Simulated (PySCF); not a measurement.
Computed properties of C5H8Si, SMILES C#C[C@@H]1C[C@@H]1[SiH3]

C5H8Si, SMILES C#C[C@@H]1C[C@@H]1[SiH3]. Geometry optimised at ωB97X-D3(BJ)/def2-SVP. The structure was generated by enumeration; whether it is a known compound was not checked. The values are those of a single conformer. All values are computed for the isolated molecule unless a solvent is named; none is compared with measurement here.

**Structure.** All 36 harmonic modes at ωB97X-D3(BJ)/def2-SVP (PySCF) are real, so it is a minimum. With heavy atoms numbered as in [CH:1]#[C:2][C@@H:3]1[CH2:4][C@@H:5]1[SiH3:6], the shortest bond between them is C1–C2 at 1.210 Å and the longest C5–Si6 at 1.876 Å.

**Vibrations.** The strongest infrared lines (harmonic, unscaled, degenerate partners summed) lie at 943 cm⁻¹ (245 km/mol, H 90 %, Si 9 %), 2247 cm⁻¹ (145 km/mol, H 97 %), 2259 cm⁻¹ (89 km/mol, H 96 %). The softest mode is at 91 cm⁻¹ and the zero-point energy is 67.4 kcal/mol.

**Electronic structure.** HF/def2-TZVP (PySCF) places the frontier levels at -9.91 and 3.47 eV, a gap of 13.38 eV, and gives a dipole moment of 1.04 D and a mean polarisability of 76.6 bohr³. PBE/def2-TZVP (PySCF) at the same geometry gives -6.20 and -0.41 eV, so its gap is 7.59 eV narrower. An orbital gap is neither the optical nor the fundamental gap.

**Excitations.** TDA-CAM-B3LYP/def2-SVPD (PySCF) has S1 at 6.19 eV (200 nm, f = 0.001, dark); the most intense of the 10 singlets computed lies at 7.68 eV (f = 0.05). T1 (TDA) is at 5.23 eV, 0.96 eV under S1. TDA-PBE/def2-SVPD (PySCF) puts S1 at 5.82 eV. No vertical singlet excitation falls in the visible range (under 3.1 eV).

**NMR.** GIAO shifts at HF/pcSseg-1 (PySCF) (non-relativistic, atoms alike by connectivity averaged): ¹³C from -4.1 to 89.2 ppm against TMS; ¹H from -0.1 to 4.0 ppm against TMS; ²⁹Si at -52.1 ppm against TMS.

**Solvation.** SMD-M06-2X/6-31G* (PySCF) gives -0.1 kcal/mol in water, -4.1 kcal/mol in cyclohexanone, -3.6 kcal/mol in n-hexane (1 M in both phases, gas-phase geometry); of these solvents cyclohexanone holds the molecule best.
